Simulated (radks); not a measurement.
Question: All-electron atom: Rh IV in [Kr] 4d6 (the NIST ground configuration). Calculated with a radial shooting solver on a logarithmic mesh with Libxc functionals: scalar-relativistic Kohn-Sham, PBEsol, spin-unpolarised, spherical densities, finite nucleus; Fermi nuclear charge, rms radius 4.4945 fm. Some entries of the table are withheld. Estimate them.

| orbital | occ. | eigenvalue (hartree) | r(max) (bohr) |
|---|---|---|---|
| 1s | 2 | -847.4896 | 0.02118 |
| 2s | 2 | -124.0393 | 0.1198 |
| 2p | 6 | -111.3296 | 0.09578 |
| 3s | 2 | (1) | 0.3516 |
| 3p | 6 | -19.08861 | 0.3448 |
| 3d | 10 | -12.40280 | 0.2912 |
| 4s | 2 | -4.35242 | (2) |
| 4p | 6 | -3.16070 | 0.9397 |
| 4d | 6 | -1.45138 | 1.111 |

Answer: 
(1) 3s eigenvalue (hartree): -23.26663
(2) 4s r(max) (bohr): 0.8790
